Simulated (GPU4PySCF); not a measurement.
C9H21Sb, SMILES C[CH](C)[Sb]([CH](C)C)[CH](C)C. Atoms are numbered in the order given.

```xyz
31

Sb     0.1573     0.1482     1.3213
C     -1.5151    -0.8556     0.2644
C     -1.9901    -2.0288     1.1215
C     -1.2821    -1.2879    -1.1783
H     -2.2878    -0.0810     0.2789
H     -2.8915    -2.4806     0.6936
H     -1.2308    -2.8131     1.1781
H     -2.2218    -1.7235     2.1432
H     -0.9916    -0.4602    -1.8216
H     -2.1985    -1.7227    -1.5938
H     -0.5082    -2.0534    -1.2466
C      1.9471    -0.6364     0.2793
C      2.1374    -0.2339    -1.1780
C      2.0408    -2.1476     0.4799
H      2.7410    -0.1670     0.8686
H      3.1026    -0.5988    -1.5477
H      1.3659    -0.6554    -1.8216
H      2.1289     0.8484    -1.3083
H      1.9538    -2.4261     1.5322
H      3.0010    -2.5281     0.1156
H      1.2575    -2.6758    -0.0668
C      0.0669     2.1460     0.3655
C     -0.6220     3.1135     1.3267
C     -0.5731     2.1949    -1.0163
H      1.1213     2.4249     0.2815
H     -0.6123     4.1328     0.9258
H     -1.6690     2.8388     1.4831
H     -0.1395     3.1335     2.3051
H     -0.0489     1.5734    -1.7403
H     -0.5710     3.2214    -1.4001
H     -1.6145     1.8677    -0.9864
```
Charge 0, spin multiplicity 1.

Geometry: B3LYP-D3(BJ)/def2-TZVP. The isomer is the one that the SMILES or the coordinates give; other isomers of the formula were not compared. The def2 effective core potentials stand for the cores of Sb; spin–orbit coupling is left out. The values are those of a single conformer.

Two levels are set side by side: PBE-D3(BJ)/def2-TZVP (GPU4PySCF) and B3LYP-D3(BJ)/def2-TZVP (GPU4PySCF). Each level has its own optimised geometry; the coordinates shown are those of the second. Frequencies come from the Hessian of GPU4PySCF at each geometry. Differences are taken from unrounded values.

```
quantity                            B3LYP-D3(BJ)  PBE-D3(BJ)  PBE-D3(BJ) minus B3LYP-D3(BJ)
----------------------------------  ------------  ----------  -----------------------------
mean bond length (Å)                       1.292       1.299                          0.007
bond Sb1–C2 (Å)                            2.219       2.227                          0.009
bond Sb1–C12 (Å)                           2.215       2.224                          0.009
bond Sb1–C22 (Å)                           2.217       2.225                          0.008
bond C2–C3 (Å)                             1.529       1.530                          0.002
bond C2–C4 (Å)                             1.524       1.525                          0.001
bond C12–C13 (Å)                           1.524       1.525                          0.001
bond C12–C14 (Å)                           1.527       1.529                          0.001
bond C22–C23 (Å)                           1.528       1.529                          0.001
bond C22–C24 (Å)                           1.524       1.525                          0.001
bond C2–H5 (Å)                             1.094       1.104                          0.010
bond C3–H6 (Å)                             1.095       1.104                          0.009
bond C3–H7 (Å)                             1.093       1.102                          0.008
bond C3–H8 (Å)                             1.091       1.100                          0.008
bond C4–H9 (Å)                             1.088       1.097                          0.009
bond C4–H10 (Å)                            1.096       1.105                          0.009
bond C4–H11 (Å)                            1.091       1.100                          0.009
highest harmonic wavenumber (cm⁻¹)          3127        3060                            -67
mean harmonic wavenumber (cm⁻¹)             1412        1372                            -40
zero-point energy (kcal/mol)              175.60      170.60                          -5.00
```

GGA bonds tend to be longer and softer than those of functionals with exact exchange. Differences between two approximate levels are no errors against the true value.
